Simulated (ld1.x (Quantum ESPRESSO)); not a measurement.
# Cutoff test, nickel (Ni), TM semilocal

nickel, norm-conserving Troullier–Martins (semilocal form), made with ld1.x (Quantum ESPRESSO) 7.5 (PBEsol, scalar-relativistic). Core [Ar], reference 3d8 4s2 4p0. Waves: 4p (bound, empty): rc 2.00 bohr; 3d (bound): rc 1.15 bohr; 4s (bound): rc 1.60 bohr. Local part: the s channel. Core correction: a·sin(br)/r model core inside 0.55 bohr.

The pseudo-atom Hamiltonian at the reference potential is diagonalised in spherical Bessel functions j_l(qr) that vanish at 20 bohr, with q² up to the cutoff. All-electron valence levels (Ry): 4p -0.0876, 3d -0.6542, 4s -0.4162.

Task: How do the lowest levels (Ry) of each channel move with the cutoff, and are there ghosts?

Result:

| cutoff (Ry) | p #1 | d #1 | s #1 | Σ f·Δε (mRy) |
| --- | --- | --- | --- | --- |
| 8 | -0.0866 | 0.0129 | -0.3959 | 5380.1 |
| 18 | -0.0871 | 0.0127 | -0.4052 | 5360.3 |
| 35 | -0.0875 | 0.0125 | -0.4144 | 5339.8 |
| 55 | -0.0876 | 0.0109 | -0.4157 | 5324.8 |
| 90 | -0.0876 | -0.3953 | -0.4160 | 2074.2 |
| 140 | -0.0876 | -0.6437 | -0.4161 | 86.8 |
| 230 | -0.0876 | -0.6543 | -0.4162 | 1.8 |
| 400 | -0.0876 | -0.6545 | -0.4162 | 0.0 |

Result: no extra level below or beside the all-electron valence levels (p, d, s tested); the semilocal form is local in each channel, so this says nothing of the separable form that plane-wave codes build from it; 10 mRy is reached at 180 Ry and 1 mRy at 300 Ry.
